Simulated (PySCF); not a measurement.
# Vibration and rotation of LiCa

revPBE constants of LiCa, ²Σ⁺ (doublet), unpaired electrons σ ↑ (PySCF, no relativity, basis sets Li def2-TZVP, Ca def2-TZVP; masses 7.0160 and 39.9626 u):

| Property | Result |
| --- | --- |
| ωe | 196.3 cm⁻¹ |
| ωexe | 2.33 cm⁻¹ |
| Be | 0.23912 cm⁻¹ |
| αe | 0.00346 cm⁻¹ |
| D (centrifugal) | 1.42e-06 cm⁻¹ |
| De to Li + Ca | 0.383 eV |

(1) Give the vibrational terms G(v) and spacings up to v = 6.

(2) How well does the Morse estimate ωe²/(4ωexe) reproduce De, and what is D0?

The bond is weak. Basis-set superposition, not corrected here, can be much of De in a small basis, most of all at correlated wavefunction levels. Functionals without a dispersion term scatter widely for such bonds, and LDA overbinds them. The state is the lowest determinant that a PBE0 search found; another state may lie lower at other levels.

Results:

(1) G(v) = ωe(v+½) − ωexe(v+½)².

```
v  G(v) (cm⁻¹)  G(v) − G(v−1)  Bv (cm⁻¹)
0         97.6                    0.2374
1        289.2          191.6     0.2339
2        476.2          187.0     0.2305
3        658.5          182.3     0.2270
4        836.2          177.7     0.2235
5       1009.2          173.0     0.2201
6       1177.5          168.3     0.2166
```

(2) It gives 0.513 eV, 134 % of the computed De. D0 = De − G(0) = 0.383 − 0.012 = 0.371 eV.
